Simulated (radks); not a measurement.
Species: Tb VII. Configuration: [Kr] 4d10 4f(5/2: 6, 7/2: 0) 5s1 5p6 (not the ground configuration). All-electron calculation, Dirac Kohn-Sham, PBE, spin-unpolarised, spherical densities, finite nucleus; Fermi nuclear charge, rms radius 5.06 fm. Program: a radial shooting solver on a logarithmic mesh with Libxc functionals.

Radial electron density D(r) = 4 pi r^2 rho(r):

r (bohr)  D(r) (e/bohr)
0.002015          13.43
0.002309          16.42
0.002645          19.97
0.00303           24.13
0.0035            29.26
0.004009          34.79
0.004593          40.97
0.005263          47.73
0.006029          54.91
0.006908          62.30
0.007914          69.55
0.00914           76.65
0.01047           82.32
0.012             86.49
0.01374           88.80
0.01575           89.06
0.01804           87.43
0.02067           84.48
0.02387           81.04
0.02735           78.91
0.03133           79.27
0.0359            83.06
0.04113           90.29
0.04712           99.69
0.05398           108.8
0.06234           114.6
0.07142           114.3
0.08183           108.0
0.09375           98.28
0.1074            89.89
0.1231            87.17
0.141             91.30
0.1628            99.10
0.1865            102.5
0.2137            96.11
0.2448            80.08
0.2805            60.82
0.3214            47.00
0.3682            43.33
0.4252            47.52
0.4872            51.42
0.5582            49.37
0.6395            40.99
0.7326            30.15
0.8394            21.03
0.9616            15.34
1.111             12.05
1.272             9.755
1.458             7.249
1.67              4.627
1.913             2.448
2.192             1.051
2.511            0.3577
2.9             0.08552
3.323           0.01615
3.807          0.002157
4.362         0.0001951

D(r) has 4 maxima, at r = 0.0150, 0.0665, 0.184, 0.503 bohr, and minima at 0.0289, 0.121, 0.362 bohr, inside which lie 2.02, 11.17, 29.39 electrons.
